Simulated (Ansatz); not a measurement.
Geometry optimisation, RHF/def2-SVP in Ansatz.

The input (input.yaml):

```yaml
crystal:
  periodic: [false, false, false]
  atoms:
    - { symbol: O, position_ang: [-0.40807, 1.53948, 1.59756] }
    - { symbol: C, position_ang: [-0.16275, 0.64004, 0.64452] }
    - { symbol: Cl, position_ang: [1.13273, 1.10285, -0.51558] }
    - { symbol: C, position_ang: [-0.74014, -0.52158, 0.37766] }
    - { symbol: Ga, position_ang: [0.27436, -1.04183, -1.27748] }
    - { symbol: H, position_ang: [-1.2767, 1.43348, 2.00409] }
    - { symbol: H, position_ang: [-1.52252, -0.84602, 1.05121] }
    - { symbol: H, position_ang: [1.51524, -1.97628, -1.18321] }
    - { symbol: H, position_ang: [-0.28413, -0.73479, -2.69576] }
basis:
  gaussian: { orbitals: def2-SVP }
hamiltonian:
  xc: hf
relax:
  f_tol: 0.015
  max_steps: 40
```

Command:

```bash
$ ansatz run input.yaml --threads 2 --pin off --max-ram 3072MiB --backend cpu --events-out ev --progress --plain --runs-dir out
```

Where does it end, and by what steps?

It converged. After 9 steps the energy has fallen by 0.493 eV; Cl3 moved furthest, 0.57 Å. Parted: Cl3–Ga5 (2.43 → 3.20 Å).

```json
{"step": "0", "energy less start (eV)": "0.0000", "largest force component (eV/Å)": "1.357", "accepted": "yes"}
{"step": "1", "energy less start (eV)": "-0.2832", "largest force component (eV/Å)": "0.820", "accepted": "yes"}
{"step": "2", "energy less start (eV)": "-0.3854", "largest force component (eV/Å)": "0.837", "accepted": "yes"}
{"step": "3", "energy less start (eV)": "-0.4337", "largest force component (eV/Å)": "0.888", "accepted": "yes"}
{"step": "4", "energy less start (eV)": "-0.4552", "largest force component (eV/Å)": "0.708", "accepted": "yes"}
{"step": "5", "energy less start (eV)": "-0.4831", "largest force component (eV/Å)": "0.365", "accepted": "yes"}
{"step": "6", "energy less start (eV)": "-0.4879", "largest force component (eV/Å)": "0.304", "accepted": "yes"}
{"step": "7", "energy less start (eV)": "-0.4929", "largest force component (eV/Å)": "0.087", "accepted": "yes"}
{"step": "8", "energy less start (eV)": "-0.4932", "largest force component (eV/Å)": "0.017", "accepted": "yes"}
{"step": "9", "energy less start (eV)": "-0.4932", "largest force component (eV/Å)": "0.003", "accepted": "yes"}
```

```xyz
9
Properties=species:S:1:pos:R:3
O -0.508 1.594 1.650
C -0.132 0.821 0.635
Cl 1.182 1.590 -0.230
C -0.595 -0.352 0.242
Ga 0.206 -1.244 -1.338
H -1.219 1.184 2.122
H -1.411 -0.767 0.830
H 1.404 -2.245 -1.142
H -0.400 -0.986 -2.766
```

The run took 18 s on 2 threads of Intel(R) Xeon(R) Platinum 8488C (Sapphire Rapids), on a shared host, peak memory 0.28 GiB.
